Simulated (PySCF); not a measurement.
# Spinor energies of Zn²⁺ (zinc, charge +2)

Start: [Ar] 3d10. Calculated with PySCF 2.14 in x2c-TZVPPall-2c with one added diffuse shell each of s, p, d, f type (7s8p5d3f1g, 86 functions): generalised Hartree-Fock with the X2C-1e Hamiltonian and a Gaussian nucleus; spin-orbit coupling (SO) screened by Boettger's factors.

| spinor shell | electrons | ε, screened SO (eV) | weight of nominal j (screened SO) | rms radius, screened SO (bohr) |
| --- | --- | --- | --- | --- |
| 1s1/2 | 2 | -9750.5 | 1.000 | 0.0580 |
| 2s1/2 | 2 | -1253.9 | 1.000 | 0.244 |
| 2p1/2 | 2 | -1101.8 | 1.000 | 0.217 |
| 3s1/2 | 2 | -178.25 | 1.000 | 0.732 |
| 3p1/2 | 2 | -128.43 | 1.000 | 0.769 |
| 3p3/2 | 4 | -125.11 | 1.000 | 0.780 |
| 3d3/2 | 4 | -41.680 | 1.000 | 0.979 |
| 3d5/2 | 6 | -41.246 | 1.000 | 0.987 |

(1) Where does 2p3/2 lie, and what is the 2p spin-orbit splitting (screened SO)?

```json
{"quantity": "E (hartree)", "screened SO": "-1793.37163"}
{"quantity": "M_J", "screened SO": "0"}
{"quantity": "⟨J²⟩", "screened SO": "0.000"}
{"quantity": "⟨L²⟩", "screened SO": "0.002"}
{"quantity": "⟨S²⟩", "screened SO": "0.002"}
```

Results:

(1) At -1077.4 eV, 24.371 eV above 2p1/2.
